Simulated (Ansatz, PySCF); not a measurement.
germanium monotelluride (GeTe), SMILES [Te]=[Ge] (connectivity only; charge and spin as stated), neutral, multiplicity 1.

Coordinates come from a PBE0-D3(BJ)/def2-TZVP optimisation. The def2 effective core potentials stand for the cores of Te; spin–orbit coupling is left out.

Vertical ionisation energy (IE) and electron affinity (EA) in eV. Rows of orbital energies are one-electron estimates. Where ΔSCF, EOM or ADC give a negative EA the extra electron is unbound and the value depends on the basis.

```tsv
level	IE	EA
−ε(HOMO), −ε(LUMO), M06-2X/def2-TZVPD (PySCF)	7.99	1.86
−ε(HOMO), −ε(LUMO), PBE/def2-TZVPD (PySCF)	6.21	3.28
ΔSCF, PBE0/def2-TZVPD (Ansatz), final states of multiplicity 2 and 2	9.11	0.88
ΔSCF, PBE/def2-TZVPD (Ansatz), final states of multiplicity 2 and 2	9.15	0.74
```

### Question
What vertical singlet–triplet gap does ΔSCF give with PBE0/def2-TZVPD (Ansatz, a quantum-chemistry and plane-wave program) and with PBE/def2-TZVPD (Ansatz)? (An estimate is asked for; the answer gives what the named calculation found.)

### Answer
2.30 and 2.49 eV (triplet above singlet where positive).
